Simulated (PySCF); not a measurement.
C2H9FOSi2, SMILES OC[Si@H](F)C[SiH3].

The structure is a stationary point at B3LYP-D3(BJ)/def2-SVP. The structure was generated by enumeration; whether it is a known compound was not checked. The values are those of a single conformer.

These are B3LYP-D3(BJ)/def2-SVP in PySCF values and carry that method's errors.

Frequencies are harmonic and unscaled.

```
mode  ν (cm⁻¹)  IR (km/mol)   moving atoms (share of kinetic energy)
----  --------  -----------  ---------------------------------------
1           41          0.9           H 35 %, Si 27 %, C 22 %, F 9 %
2           74          5.7  O 34 %, H 28 %, C 14 %, Si 14 %, F 10 %
3           99          0.2           H 48 %, O 18 %, Si 18 %, C 9 %
4          121          3.3          H 45 %, C 18 %, F 16 %, Si 13 %
5          152          3.9  H 29 %, O 23 %, F 21 %, C 16 %, Si 11 %
6          232         11.0          Si 34 %, F 33 %, H 19 %, C 13 %
7          267         13.9          Si 35 %, H 31 %, F 23 %, C 10 %
8          332         26.4          O 34 %, C 23 %, H 23 %, Si 15 %
9          410         96.2                                   H 87 %
10         490          5.4                                   H 90 %
11         558          0.5                  H 57 %, Si 26 %, C 15 %
12         654          6.0                  H 53 %, C 29 %, Si 16 %
13         667         19.5                           H 68 %, C 24 %
14         718         33.1                  C 45 %, H 35 %, Si 19 %
15         774         95.1                  H 41 %, C 33 %, Si 25 %
16         794         81.3                  H 54 %, C 26 %, Si 16 %
17         832         34.9                  H 39 %, F 38 %, Si 16 %
18         856        221.3                  H 73 %, C 14 %, Si 11 %
19         898        138.1           H 47 %, Si 29 %, F 14 %, C 9 %
20         946        169.2                           H 90 %, Si 9 %
21         956         64.9                                   H 97 %
22         959         37.3                                   H 97 %
23        1018          7.7                                   H 94 %
24        1064         54.5                   O 44 %, C 42 %, H 13 %
25        1077        133.3                           H 57 %, C 37 %
26        1159         42.2                                   H 93 %
27        1289          4.0                           H 76 %, C 22 %
28        1382         22.7                            H 89 %, C 9 %
29        1383         25.1                           H 84 %, C 10 %
30        1448          4.6                                   H 94 %
31        2220         86.2                                   H 97 %
32        2223         69.3                                   H 97 %
33        2227        123.6                                   H 96 %
34        2250        137.2                                   H 97 %
35        2954         42.0                                   H 94 %
36        3036          0.4                                   H 95 %
37        3068         13.7                            H 92 %, C 8 %
38        3095          0.3                            H 91 %, C 9 %
39        3796         40.0                                   H 94 %
```
